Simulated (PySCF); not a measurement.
**Bond length, frequency and bond energy of SbN by level of theory**

State: ¹Σ⁺ (singlet), closed shell. Set-up: basis Sb def2-TZVPP with ECP28, N def2-TZVPP; scalar-relativistic core potentials; PySCF 2.14. De refers to Sb + N in their high-spin ground configurations, without counterpoise correction. A positive dipole means Sb(−)N(+). Levels whose curve was spin-contaminated or gave no clean fit are not listed.

```tsv
Level	Re (Å)	ωe (cm⁻¹)	De (eV)	μ (D)
RHF	1.767	1103	-1.59	-4.38
RHF-MP2	1.905	654	4.28	n/a
RHF-SCS-MP2	1.889	706	4.14	n/a
RHF-CCSD	1.816	942	2.68	n/a
RHF-CCSD(T)	1.840	872	3.35	n/a
PBE	1.834	902	4.19	-3.54
PW91	1.833	903	4.19	-3.55
r²SCAN	1.817	944	3.26	-3.62
TPSSh	1.818	943	3.39	-3.64
B97-3	1.807	974	3.34	-3.93
```

The bond length runs from 1.767 Å (RHF) to 1.905 Å (RHF-MP2). De spans -1.59 eV (RHF, mean field) to 4.28 eV (RHF-MP2, perturbation theory). Correlation at CCSD(T) changes the Hartree–Fock bond energy by +4.94 eV; the triples alone change it by +0.67 eV.

Correlated steps freeze 5 core orbitals. These are scalar-relativistic numbers at best; spin–orbit coupling would shift them, the dissociation energy most. Where the molecule has an RHF reference, its open-shell atoms are computed with UHF. The CCSD T1 diagnostic is raised, a sign that a single reference may not be enough here. A negative De means that the minimum lies above the separated atoms at that level.
